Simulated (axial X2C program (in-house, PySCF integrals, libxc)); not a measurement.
**Which molecule has these constants?**

All values come from calculations with an in-house relativistic program for diatomic molecules, spin-free (one-electron X2C) or two-component (2c: spin–orbit coupling with atomic mean-field Coulomb and Gaunt terms, which also bring small scalar terms), in Dyall basis sets with cores contracted in-house; open shells are unrestricted.

A two-component PBE0 calculation in a Dyall 3-zeta basis gave Re = 3.457 Å, ωe = 90.5 cm⁻¹, dipole magnitude 6.88 D, Ω = 2.

Question: Which molecule is it?
A. RbAl
B. RbIn
C. RbB
D. RbGa

Answer: D. The others have RbB 2.960 Å and 247.6 cm⁻¹ (Ω = 2); RbAl 3.494 Å and 127.8 cm⁻¹ (Ω = 2); RbIn 3.857 Å and 71.4 cm⁻¹ (Ω = 0).

Each entry is the lowest single determinant of a limited PBE0 search at one distance. De goes to single-determinant-based atoms at the same level (for ions the charge split of lowest energy) and is withheld (n/a) where an atom does not fit its ground term or J level. Main or longest-lived isotopes. One determinant is a doubtful description, or other states lie close, for RbGa, RbB, RbAl, RbIn; these need not be ground states, and all values refer to the states named. Some open-shell Ω = 0 determinants are out of reach, so the Ω given for RbGa, RbB, RbAl need not be the lowest component. With several unpaired electrons the Ω given is that of one determinant, not necessarily of the lowest component. Some light 2c atoms are not at their ground J level, so De misses part of their lowering (0.04 eV or less). The functionals have no current term, which raises determinants with orbital currents. Where the atoms have a lower orbital projection than the molecule, De at mean-field level may be about a tenth of an eV too small.
